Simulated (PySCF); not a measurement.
C₉H₈O.
Bonds: C1–C2 (double), C2–C3, C3–O4 (double), C3–C5, C5–C6 (aromatic), C6–C7 (aromatic), C7–C8 (aromatic), C8–C9 (aromatic), C9–C10 (aromatic), C5–C10 (aromatic). Hydrogens: H11, H12 on C1; H13 on C2; H14 on C6; H15 on C7; H16 on C8; H17 on C9; H18 on C10.

The same species was optimised twice, with GFN2-xTB and with PBE0-D3(BJ)/def2-SVP (PySCF), and the same property calculations (PySCF, gas phase) were run on both structures.

```csv
coordinate,GFN2-xTB,PBE0-D3(BJ)/def2-SVP,change
C7–C8 (Å),1.386,1.396,+0.010
C9–C10 (Å),1.383,1.393,+0.010
C6–C7 (Å),1.380,1.389,+0.009
C2–C3 (Å),1.482,1.491,+0.009
C1=C2 (Å),1.328,1.336,+0.008
C8–C9 (Å),1.385,1.393,+0.008
C3–C5 (Å),1.489,1.497,+0.008
C5–C10 (Å),1.394,1.401,+0.007
C5–C6 (Å),1.398,1.402,+0.004
C3=O4 (Å),1.218,1.216,-0.002
C3–C5–C10 (°),124.9,123.9,-1.0
C3–C5–C6 (°),116.6,117.2,+0.6
C2–C3–C5 (°),118.8,119.3,+0.5
C8–C9–C10 (°),120.6,120.1,-0.5
C6–C5–C10 (°),118.5,118.9,+0.4
C5–C6–C7 (°),121.1,120.7,-0.4
C1–C2–C3 (°),120.4,120.0,-0.4
C2–C3–O4 (°),120.8,120.5,-0.3
C1–C2–C3–O4 (°),0,0,0
C2–C3–C5–C6 (°),180,-179,+1
```

Rotational constants: A = 3558, B = 852.6, C = 687.8 MHz (GFN2-xTB) against A = 3523, B = 844.4, C = 681.2 MHz (PBE0-D3(BJ)/def2-SVP). Point groups within 0.08 Å: Cs and Cs.

On the GFN2-xTB structure: HOMO (eV) -7.49 [PBE0/pcSseg-1]; LUMO (eV) -2.16 [PBE0/pcSseg-1]; dipole (D) 2.79 [PBE0/pcSseg-1]; GIAO shielding of C1 (ppm) 45.4 [PBE0/pcSseg-1]; GIAO shielding of C2 (ppm) 53.1 [PBE0/pcSseg-1]; GIAO shielding of C3 (ppm) -2.4 [PBE0/pcSseg-1]; GIAO shielding of O4 (ppm) -248.0 [PBE0/pcSseg-1]; GIAO shielding of C5 (ppm) 46.6 [PBE0/pcSseg-1]; GIAO shielding of C6/C10 (mean) (ppm) 51.4 [PBE0/pcSseg-1]; GIAO shielding of C7/C9 (mean) (ppm) 52.9 [PBE0/pcSseg-1]; GIAO shielding of C8 (ppm) 47.6 [PBE0/pcSseg-1].

Question: What do these properties become on the PBE0-D3(BJ)/def2-SVP structure?

Answer: 
| property | level | on GFN2-xTB | on PBE0-D3(BJ)/def2-SVP | change |
| --- | --- | --- | --- | --- |
| HOMO (eV) | PBE0/pcSseg-1 | -7.49 | -7.51 | -0.02 |
| LUMO (eV) | PBE0/pcSseg-1 | -2.16 | -2.16 | 0.00 |
| dipole (D) | PBE0/pcSseg-1 | 2.79 | 2.77 | -0.02 |
| energy, GFN2-xTB geometry as zero (kcal/mol) | PBE0/pcSseg-1 | 0.0 | -0.3 | -0.3 |
| GIAO shielding of C1 (ppm) | PBE0/pcSseg-1 | 45.4 | 42.6 | -2.8 |
| GIAO shielding of C2 (ppm) | PBE0/pcSseg-1 | 53.1 | 50.9 | -2.2 |
| GIAO shielding of C3 (ppm) | PBE0/pcSseg-1 | -2.4 | -2.2 | +0.2 |
| GIAO shielding of O4 (ppm) | PBE0/pcSseg-1 | -248.0 | -244.8 | +3.2 |
| GIAO shielding of C5 (ppm) | PBE0/pcSseg-1 | 46.6 | 44.8 | -1.8 |
| GIAO shielding of C6/C10 (mean) (ppm) | PBE0/pcSseg-1 | 51.4 | 49.4 | -2.0 |
| GIAO shielding of C7/C9 (mean) (ppm) | PBE0/pcSseg-1 | 52.9 | 50.6 | -2.3 |
| GIAO shielding of C8 (ppm) | PBE0/pcSseg-1 | 47.6 | 45.2 | -2.4 |

The heavy atoms differ by 0.016 Å rms after alignment. Among bonds between heavy atoms C2–C3, C6–C7, C7–C8 and C9–C10 change most and about equally (+0.009 to +0.010 Å). Changes are differences of the printed values. Neither structure is proved a minimum here.

Shape of the structure used: `[CH2:1]=[CH:2][C:3](=[O:4])[c:5]1[cH:6][cH:7][cH:8][cH:9][cH:10]1`: C1–C2–C3–O4 0°, C2–C3–C5–C6 -179°.
